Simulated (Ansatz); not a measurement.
`[SiH3]O/C=[N]\[GaH][Cl]` and `C=C/N=C/O[SiH3]` differ in one atom or group (the configuration at the double bond changes too).

Ansatz, PBE0-D4/def2-TZVP geometries, multiplicity 1. Each molecule was computed in one conformer, which needn't be the lowest.

Scalar relativity is left out up to krypton.

| property | `[SiH3]O/C=[N]\[GaH][Cl]` |
| --- | --- |
| LUMO energy (ωB97M-V/def2-TZVPP) / eV | 0.83 |
| LUMO energy (PBE/def2-TZVPP) / eV | -1.81 |
| HOMO–LUMO gap (PBE/def2-TZVPP) / eV | 4.52 |
| HOMO–LUMO gap (ωB97M-V/def2-TZVPP) / eV | 10.74 |
| HOMO–LUMO gap (PBE0/def2-TZVPP) / eV | 6.63 |
| HOMO energy (B3LYP/def2-TZVPP) / eV | -7.40 |

Q: What does the change do to each property? (Estimate.)

A: The calculation gave: 
```csv
property,`C=C/N=C/O[SiH3]`,shift
LUMO energy (ωB97M-V/def2-TZVPP) / eV,1.36,0.53
LUMO energy (PBE/def2-TZVPP) / eV,-1.75,0.06
HOMO–LUMO gap (PBE/def2-TZVPP) / eV,4.11,-0.41
HOMO–LUMO gap (ωB97M-V/def2-TZVPP) / eV,10.37,-0.37
HOMO–LUMO gap (PBE0/def2-TZVPP) / eV,6.13,-0.50
HOMO energy (B3LYP/def2-TZVPP) / eV,-6.68,0.72
```

With PBE0 the HOMO rises by 0.75 eV and the LUMO rises by 0.25 eV, so the gap narrows by about 0.50 eV. PBE moves the HOMO by 0.48 eV and ωB97M-V by 0.90 eV.

B3LYP here is the variant with VWN-RPA as its local correlation; programs differ in this.
